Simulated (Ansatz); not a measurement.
Gas-phase electronic energies from Ansatz, PBE0-D4/def2-TZVP geometries. CBS: MP2 limit from def2 TZ/QZ plus the TZ coupled-cluster correction, frozen cores. This one scheme is used for every species. Functionals use def2-TZVPP. B3LYP here is the variant with VWN-RPA as its local correlation; programs differ in this. def2 core potentials past Kr. For Sn outer-core shells are correlated without core-valence functions, which leaves a few kJ/mol of doubt a bond. Each species was taken in one conformer, which may not be the lowest.

Consider the redistribution: `[CH3][AlH][B](C)F` + `[SH][SnH3]` → `[CH3][AlH][SH]` + `C[B](F)[SnH3]`.

```csv
level,ΔE (kcal/mol)
PBE-D4,-22.6
B3LYP-D4,-22.7
ωB97X-V,-22.6
PBE,-22.3
```

Problem. What does CCSD(T)/CBS give? (An estimate is asked.)

Solution. Ansatz gave: -23.5 kcal/mol. The listed levels differ from it by 0.9, 0.8, 0.9, 1.2 kcal/mol.

Largest T1 diagnostic among the species: 0.014.

In def2-TZVPP, CCSD(T) changes the Hartree–Fock value by −2.5 kcal/mol (the triples alone add −0.2 kcal/mol) and MP2 by −3.8 kcal/mol.
